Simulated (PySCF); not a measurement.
**Rh⁺: ionisation energy**

Rh⁺ [Kr] 4d8 (3F) → Rh²⁺ [Kr] 4d7 (4F), as a difference of total energies. Computed with PySCF 2.14 in def2-QZVPPD with the def2 core potential (28 electrons) (7s5p4d4f2g, 88 functions), with a scalar-relativistic core potential. Correlated levels: valence: 4s2 4p6 frozen. The calculations carry no spin-orbit coupling.

| method | ionisation energy (eV) |
| --- | --- |
| UHF | 16.157 |
| MP2 (valence) | 17.923 |
| SCS-MP2 (valence) | 17.949 |
| CCSD (valence) | 17.710 |
| CCSD(T) (valence) | 17.824 |

Question: How much does correlation contribute at CCSD(T) (valence)?

Answer: 17.824 − (16.157) = 1.667 eV, measured against UHF.

The reference lies between the lowest fine-structure levels, while these numbers refer to the centres of the terms.

Errors of the correlated levels include the incompleteness of this basis and the frozen core.

For comparison: 18.08 eV (semi-empirical (NIST evaluation); NIST Atomic Spectra Database, ionization energies).
